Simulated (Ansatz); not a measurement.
`F[C](=[Se])[InH2]` + HCl → `[Cl][InH2]` + `FC=[Se]` at 400 K and 1 bar (ligand exchange at the In–C bond).

Calculated with Ansatz (gas phase, PBE0-D4/def2-TZVP geometries, no zero-point term in ΔE). CCSD(T)/CBS is the MP2 limit (def2-TZVPP, def2-QZVPP) plus CCSD(T) − MP2 in def2-TZVPP, frozen cores. This one scheme is used for every species. def2 core potentials past Kr. For In, Se outer-core shells are correlated without core-valence functions, which leaves a few kJ/mol of doubt a bond. Scalar relativity is left out up to krypton.

| species | CCSD(T)/CBS energy (Eh) | H − E (kJ/mol) | S (J/(mol·K)) |
| --- | --- | --- | --- |
| `F[C](=[Se])[InH2]` | -2729.49754 | 79.6 | 378.0 |
| HCl | -460.38127 | 29.6 | 195.4 |
| `[Cl][InH2]` | -650.81839 | 52.3 | 293.2 |
| `FC=[Se]` | -2539.10585 | 63.0 | 284.8 |

H − E and S are ideal-gas, rigid-rotor, harmonic terms from PBE0-D4/def2-TZVP. 1 Eh = 2625.50 kJ/mol, R = 8.31446 J/(mol·K).

Q: By hand: ΔE, ΔH, ΔS and ΔG.

A: ΔE = (-650.81839) + (-2539.10585) − (-2729.49754) − (-460.38127) = -0.04543 Eh = -119.3 kJ/mol. Δ(H − E) = 52.3 + 63.0 − 79.6 − 29.6 = 6.1, so ΔH = -113.2 kJ/mol. ΔS = 293.2 + 284.8 − 378.0 − 195.4 = 4.6 J/(mol·K). ΔG = -113.2 − 400 × (4.6)/1000 = -115.0 kJ/mol.

Q: By hand: the equilibrium constant, and the temperature at which ΔG would vanish if ΔH and ΔS stayed fixed.

A: log₁₀ K = −ΔG/(RT ln 10) = 15.0. ΔH and −TΔS have one sign here, so there is no such temperature.

The number of gas molecules stays the same, so ΔS is small and ΔH decides. A doubt of 5 kJ/mol in ΔE shifts log₁₀ K by 0.7 here. These are equilibria of isolated gas molecules and say nothing of rates. Largest T1 diagnostic: 0.018 (customary marks: 0.02 for closed shells, 0.045 for open ones).

ΔS is within the doubt of such terms, so its sign, and with it that verdict, could turn.
